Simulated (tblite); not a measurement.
C₄H₁₁NOSi.
Z-matrix (Å and degrees, GFN2-xTB geometry), rows numbered from 1:
```
C 
C   1  1.3194
C   2  1.5005  1  124.74
N   3  1.4457  2  111.39  1  -128.97
C   4  1.4435  3  112.48  2    67.72
Si  4  1.7208  3  121.85  2  -134.82
O   6  1.6246  4  109.34  3   165.60
H   1  1.0783  2  121.55  3    -0.27
H   1  1.0771  2  122.21  3  -179.48
H   2  1.0821  1  120.90  3  -179.47
H   3  1.0932  2  108.83  1   112.09
H   3  1.1002  2  109.77  1    -5.86
H   5  1.0969  4  111.40  3    58.28
H   5  1.0869  4  109.64  3   178.29
H   5  1.0941  4  110.28  3   -61.61
H   6  1.4637  4  104.70  3    44.83
H   6  1.4620  4  117.19  3   -81.89
H   7  0.9536  6  120.52  4   -53.92
```

Level: GFN2-xTB in tblite, geometry and Hessian alike; calculated harmonic values, unscaled, isolated species. Against measured fundamentals such values can be off by several per cent, at times by over 20. Modes of hydrogen on silicon can be 10 to 20 % off. One conformer, not necessarily the lowest.

Harmonic wavenumbers (cm⁻¹): 48.6, 65.4, 75.3, 151.8, 186.8, 219.2, 256.9, 300.0, 333.4, 386.1, 432.4, 547.6, 599.3, 608.7, 739.3, 762.8, 800.9, 830.9, 895.3, 899.2, 924.4, 959.1, 1025.3, 1045.9, 1100.0, 1119.6, 1175.4, 1204.2, 1266.5, 1308.1, 1330.5, 1415.6, 1421.2, 1462.9, 1483.5, 1508.8, 1716.4, 2231.5, 2266.9, 2857.6, 2894.4, 2946.7, 2953.7, 3037.4, 3060.1, 3093.9, 3119.6, 3669.4.

A = 5398, B = 1033, C = 956.5 MHz; mass 117.061 u (most abundant isotopes); point group C1, symmetry number 1.

**Question.** What is the zero-point energy?

**Answer.** ½Σν̃ = 31369 cm⁻¹ = 89.69 kcal/mol.

**Question.** What is S at 298.15 K and 1 bar for an ideal gas of classical rigid rotors and harmonic oscillators?

**Answer.** Translation 40.21, rotation 28.49, vibration 29.63: S = 98.3 cal/(mol K).

**Question.** And Cp and H(298.15 K) − H(0)?

**Answer.** Cp = 37.75 cal/(mol K), of which vibrations give 29.80 (their classical limit is 48 R = 95.4); H(298.15 K) − H(0) = 6.96 kcal/mol without the zero-point energy, 4.59 from vibrations.

**Question.** What must be added to the electronic energy to get the Gibbs energy at 298.15 K and 1 bar?

**Answer.** ZPE + [H(298.15 K) − H(0)] − T·S = 89.69 + 6.96 − 29.32 = 67.33 kcal/mol.

**Question.** Which modes carry the vibrational entropy at 298.15 K?

**Answer.** 48.6 cm⁻¹: 4.87; 65.4 cm⁻¹: 4.29; 75.3 cm⁻¹: 4.01; 151.8 cm⁻¹: 2.65; 186.8 cm⁻¹: 2.26; 219.2 cm⁻¹: 1.97 cal/(mol K); the other 42 give 9.58 together.

**Question.** Blend soft modes into free rotors: weight 1/[1 + (100 cm⁻¹/ν̃)⁴] for the oscillator and the rest for a rotor with moment μB/(μ + B), μ = h/(8π²ν), B = 10⁻⁴⁴ kg m². What vibrational entropy results?

**Answer.** 26.87 cal/(mol K) in place of 29.63, which changes −T·S at 298.15 K by +0.82 kcal/mol.

**Question.** How do the functions run with temperature in this model?

**Answer.** 
| T (K) | S (cal/(mol K)) | Cp (cal/(mol K)) | H − H(0) (kcal/mol) | G − H(0) (kcal/mol) | ln q(vib) |
| --- | --- | --- | --- | --- | --- |
| 50 | 58.0 | 13.5 | 0.51 | -2.39 | 0.59 |
| 100 | 69.1 | 19.0 | 1.33 | -5.58 | 1.88 |
| 373.15 | 107.6 | 44.6 | 10.05 | -30.08 | 9.10 |
| 500 | 122.0 | 54.5 | 16.36 | -44.66 | 12.30 |
| 750 | 147.0 | 68.5 | 31.86 | -78.38 | 18.32 |
| 1000 | 168.0 | 77.7 | 50.21 | -117.82 | 23.88 |

q(vib) and H(0) count from the zero-point level.

Hindered rotation and anharmonicity are outside this model. Other conformers, if any are populated, would add a mixing term that is left out. The structure is chiral; the term R ln 2 for an equal mix with its mirror image is left out.
